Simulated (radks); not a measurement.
Task: Method: scalar-relativistic Kohn-Sham, LB94 model potential, spin-polarised, spherical densities, finite nucleus; open shells are filled with parallel spins first (spin-orbit coupling, left out, can overturn this in heavy ions); Fermi nuclear charge, rms radius of each element as measured or else 0.836 A^(1/3) + 0.57 fm; computed with a radial shooting solver on a logarithmic mesh with Libxc functionals. Response by self-consistent Sternheimer equations with the Hartree and adiabatic LDA kernel, the relativistic mass of each level held fixed and spin-orbit coupling left out. For heavy and open-shell atoms this level of theory can miss by tens of per cent. Estimate the static dipole polarisabilities of Be2+ ([He]) and Sr+ ([Kr] 5s1) and the C6 coefficients of the three pairs.

Result: alpha = 0.05388 and 67.65 bohr^3; C6 = 0.01169 (Be2+-Be2+), 1.083 (Be2+-Sr+), 521.9 (Sr+-Sr+) hartree bohr^6.
